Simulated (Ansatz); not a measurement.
System: KCl, charge 1, doublet. KCl+ (parent SMILES [Cl][K], doublet).
B3LYP-D3(BJ)/def2-TZVP minimum from Ansatz (a program for electronic structure):
```xyz
2

K      0.0000     0.0000    -1.5699
Cl     0.0000     0.0000     1.7546
```
Charge +1, spin multiplicity 2.

Total energies in def2-TZVPP, 7 correlated electrons, 14 frozen orbitals. Open shells are spin-unrestricted; no spin-orbit coupling. Cores are frozen in correlated methods (noble-gas shells, and filled d and f shells in the p block). No relativity. The spin of ClK+ (parent SMILES [Cl][K], doublet) was assumed, and the state is the lowest solution found for it.

```json
[
 {"method": "HF", "program": "Ansatz", "energy (Eh)": "-1058.48804", "minus CCSDT(Q) (mEh)": "188.78"},
 {"method": "MP2", "program": "Ansatz", "energy (Eh)": "-1058.64667", "minus CCSDT(Q) (mEh)": "30.16"},
 {"method": "CCSD", "program": "Ansatz", "energy (Eh)": "-1058.67015", "minus CCSDT(Q) (mEh)": "6.67"},
 {"method": "CCSD(T)", "program": "Ansatz", "energy (Eh)": "-1058.67597", "minus CCSDT(Q) (mEh)": "0.85"},
 {"method": "CCSDT(Q)", "program": "Ansatz", "energy (Eh)": "-1058.67682", "minus CCSDT(Q) (mEh)": "0.00"}
]
```

Rough core times of Ansatz's runs on a shared machine: CCSD(T) 20 s, CCSDT(Q) 2 min.
